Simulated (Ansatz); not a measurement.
Program: Ansatz. Geometries: PBE0-D4/def2-TZVP. ΔE: electronic, gas phase. CCSD(T)/CBS is the MP2 limit (def2-TZVPP, def2-QZVPP) plus CCSD(T) − MP2 in def2-TZVPP, frozen cores. This one scheme is used for every species. Functionals use def2-TZVPP. For Ge outer-core shells are correlated without core-valence functions, which leaves a few kJ/mol of doubt a bond. Scalar relativity is left out up to krypton. One conformer a species, not always the lowest.

`[NH2][Ge]([OH])([F])[Cl]` → `[NH2][Ge][Cl]` + `OF`  (germylene formation by 1,1-elimination)

`[NH2][Ge]([OH])([F])[Cl]`:

```xyz
8

N     0.671   -0.819   -1.009
Ge   -0.057    0.377    0.109
O     0.182   -0.191    1.742
F     0.759    1.867   -0.162
Cl   -2.129    0.867   -0.138
H     0.313   -1.759   -0.926
H     0.704   -0.536   -1.977
H    -0.443    0.193    2.362
```

`[NH2][Ge][Cl]`:

```xyz
5

N    -0.343    0.609    0.001
Ge    0.718   -0.416   -1.048
Cl    0.962   -2.052    0.417
H    -0.632    0.358    0.935
H    -0.705    1.500   -0.304
```

`OF`:

Z-matrix (Å, degrees):
```
O
F 1 1.406
H 1 0.969 2 99.1
```

Is it downhill or uphill in electronic energy at CCSD(T)/CBS, and by how much? (Estimate.)

Ansatz gave: Uphill: ΔE = +5.92 eV.

What do these levels give: B97M-V, PBE0-D4, r2SCAN0-D4, ωB97M-V, B2PLYP, PBE, BLYP, BHLYP, CAM-B3LYP, HF/def2-TZVPP, MP2/CBS(def2), CCSD/CBS(def2)? (An estimate is asked.)

Computed: B97M-V 5.83, PBE0-D4 5.77, r2SCAN0-D4 6.10, ωB97M-V 5.74, B2PLYP 5.79, PBE 5.28, BLYP 4.97, BHLYP 5.91, CAM-B3LYP 5.72, HF/def2-TZVPP 6.26, MP2/CBS(def2) 6.29, CCSD/CBS(def2) 5.98 eV.

Largest T1 diagnostic among the species: 0.013.

The D4 term adds +0.11 eV with B3LYP and +0.06 eV with PBE0; it sums over pairs of atoms, weighted by their polarisabilities, and B3LYP, whose exchange is more repulsive, gets the larger term. From PBE to PBE0 (25 % exact exchange), in def2-TZVPP and without D4, ΔE moves by +0.43 eV.

B3LYP here is the variant with VWN-RPA as its local correlation; programs differ in this.
